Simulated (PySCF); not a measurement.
## The 1-electron isoelectronic series, spin-free X2C

All values are computed (PySCF 2.14, energy differences of UHF-based or UKS calculations, no spin-orbit coupling). Each ion has its own even-tempered basis scaled to its charge (17s7p4d3f3g for the first); frozen: nothing. Ionisation energies in eV.

```tsv
ion	configuration	UHF	LDA	PBE	PBE0	r2SCAN	NIST (with spin-orbit, Breit and QED)
V²²⁺	1s1 (2S)	7248.8	7222.4	7245.3	7246.2	7249.0	7246.1 (t)
Mn²⁴⁺	1s1 (2S)	8575.5	8546.6	8571.7	8572.7	8575.7	8572.0 (t)
Fe²⁵⁺	1s1 (2S)	9281.7	9251.6	9277.8	9278.8	9282.0	9277.7 (t)
Co²⁶⁺	1s1 (2S)	10016.7	9985.3	10012.6	10013.7	10017.0	10012.1 (t)
Ni²⁷⁺	1s1 (2S)	10780.5	10747.9	10776.4	10777.4	10780.9	10775.4 (t)
Cu²⁸⁺	1s1 (2S)	11573.4	11539.5	11569.1	11570.2	11573.8	11567.6 (t)
Zn²⁹⁺	1s1 (2S)	12395.3	12360.3	12391.0	12392.1	12395.8	12388.9 (t)
Ga³⁰⁺	1s1 (2S)	13246.6	13210.3	13242.2	13243.4	13247.1	13239.5 (t)
Ge³¹⁺	1s1 (2S)	14127.4	14089.7	14122.9	14124.0	14127.9	14119.4 (t)
```

Q: Interpolate the row of Cr²³⁺.

A: configuration 1s1 (2S); UHF 7897.9; LDA 7870.3; PBE 7894.2; PBE0 7895.2; r2SCAN 7898.1; NIST (with spin-orbit, Breit and QED) 7894.8 (t).

Each ion has its own basis, which adds noise of up to about 0.1 % along the series.

NIST values marked (s) are semi-empirical, (t) theoretical. Open shells are high-spin determinants of the terms that Hund's rules give.
